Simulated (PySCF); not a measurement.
Species: C6H18NP2 (charge +1).
Atom-mapped SMILES: `[CH3:1][P:2]([CH3:3])([CH3:4])=[N:5][P+:6]([CH3:7])([CH3:8])[CH3:9]` (hydrogens: H10, H11, H12 on C1; H13, H14, H15 on C3; H16, H17, H18 on C4; H19, H20, H21 on C7; H22, H23, H24 on C8; H25, H26, H27 on C9)

A GFN2-xTB structure with every atom displaced at random (by about 0.01 Å) was refined with PBE0-D3(BJ)/def2-SVP geometry optimisation, gas phase in PySCF. Values at the start:

```csv
coordinate,start
C1–P2,1.829 Å
C1–H10,1.064 Å
P2–C3,1.790 Å
P2=N5,1.604 Å
C1–P2–C3,106.5°
C1–P2–N5,113.6°
P2–N5–P6,134.6°
C3–P2–N5,104.9°
C1–P2–N5–P6,-75°
P2–N5–P6–C7,-70°
```

Question: How do these coordinates change at the PBE0-D3(BJ)/def2-SVP level?

Answer: 
```tsv
coordinate	PBE0-D3(BJ)/def2-SVP (Å or °)	change
C1–H10	1.100	+0.036
C1–P2	1.808	-0.021
P2=N5	1.593	-0.011
P2–C3	1.797	+0.007
P2–N5–P6	142.6	+8.0
C3–P2–N5	108.1	+3.2
C1–P2–C3	107.3	+0.8
C1–P2–N5	113.5	-0.1
C1–P2–N5–P6	-64	+11
P2–N5–P6–C7	-65	+5
```

The energy falls by 0.201 eV over 9 energy and gradient evaluations, the largest force component goes from 0.0384 to 2.8e-04 Eh/bohr, and the atoms move by 0.221 Å rms after alignment. Among the bonds, C1–H10 and C4–H17 change most and about equally (+0.036 Å). Bonds longer at the end by more than 0.005 Å: 15 of 26; shorter: 8. Among the dihedrals that turn most is C1–P2–N5–P6, from -75° to -64°. Rotational constants go from 1756, 710.3, 706.9 to 1775, 694.1, 692.3 MHz.

The run used 224 basis functions and 60 SCF cycles in all. The run took 3.8 min of wall time on an AMD EPYC 9R14 with one thread, no GPU, on a shared host, and the process peaked at 0.99 GiB of memory.

No frequency check.
